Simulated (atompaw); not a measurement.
How hard is this antimony PAW (atompaw) potential?

atompaw 4.2.0.5 input, output lines left out:

```
Sb 51
GGA-PBESOL scalarrelativistic loggrid 1500 logderivrange -3 5 201
5 5 4 0 0 0
5 1 3
0 0 0
c
c
c
c
v
c
c
c
v
c
c
2
2.20 2.10 2.05 1.15
y
0.45
n
y
1.55
n
y
0.1
n
custom rrkj gramschmidtortho sinc
bessel
2.20
2.20
2.20
2.20
2.10
```

The pseudo-atom Hamiltonian at the reference potential is diagonalised in spherical Bessel functions j_l(qr) that vanish at 20 bohr, with q² up to the cutoff. All-electron valence levels (Ry): 5s -0.9464, 5p -0.3561.

Task: How do the lowest levels (Ry) of each channel move with the cutoff, and are there ghosts?

Result:

```json
{"cutoff (Ry)": "8", "s #1": "-0.9462", "s #2": "-0.0305", "p #1": "-0.3560", "d #1": "0.0543", "d #2": "0.1299", "f #1": "0.1099", "f #2": "0.2325", "Σ f·Δε (mRy)": "0.9"}
{"cutoff (Ry)": "10", "s #1": "-0.9462", "s #2": "-0.0305", "p #1": "-0.3560", "d #1": "0.0541", "d #2": "0.1294", "f #1": "0.1099", "f #2": "0.2325", "Σ f·Δε (mRy)": "0.8"}
{"cutoff (Ry)": "12", "s #1": "-0.9463", "s #2": "-0.0305", "p #1": "-0.3560", "d #1": "0.0540", "d #2": "0.1290", "f #1": "0.1099", "f #2": "0.2325", "Σ f·Δε (mRy)": "0.7"}
{"cutoff (Ry)": "400", "s #1": "-0.9465", "s #2": "-0.0305", "p #1": "-0.3561", "d #1": "0.0539", "d #2": "0.1287", "f #1": "0.1099", "f #2": "0.2325", "Σ f·Δε (mRy)": "0.0"}
```

Result: no extra level below or beside the all-electron valence levels (s, p, d, f tested); 10 mRy is reached at 6 Ry and 1 mRy at 8 Ry.
